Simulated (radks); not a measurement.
Species: Pb IV. Configuration: [Xe] 4f14 5d10 6s1 (the NIST ground configuration). All-electron calculation, scalar-relativistic Kohn-Sham, PBE, spin-polarised, spherical densities, finite nucleus; open shells are filled with parallel spins first (spin-orbit coupling, left out, can overturn this in heavy ions); Fermi nuclear charge, rms radius 5.5012 fm. Program: a radial shooting solver on a logarithmic mesh with Libxc functionals.

Normalised radial functions P(r) = r R(r), r in bohr:

```
   r/bohr * 5d down, o 6s down (the largest magnitude, 0.994, reaches the edge; | marks zero, & curves that meet)
 0.003103                             * o
 0.004171                             * o
 0.005564                             * o
  0.00748                             * o
  0.01006                             * o
  0.01352                             *o
  0.01818                             o*
  0.02444                            o|*
  0.03286                          o  | *
  0.04383                         o   |   *
  0.05892                          o  |     *
  0.07922                             |o       *
   0.1065                             |   o    *
   0.1432                             |    o*
   0.1925                           * o
   0.2589                  *    o     |
   0.3452               *       o     |
   0.4642                       *     | o
   0.6241                             |         *o
    0.839                             |       o              *
    1.128                       o     |                          *
    1.517          o                  |                    *
    2.039       o                     |           *
     2.72              o              |    *
    3.656                       o     |*
    4.916                            o*
    6.609                             &
```

5d down: eigenvalue -49.231 eV, 2 radial nodes at r = 0.183, 0.523 bohr, <r> = 1.27 bohr, 90 % of the charge inside 1.91 bohr. 6s down (empty): eigenvalue -36.945 eV, 5 radial nodes at r = 0.0187, 0.0753, 0.194, 0.436, 1.01 bohr, <r> = 2.09 bohr, 90 % of the charge inside 3.00 bohr.
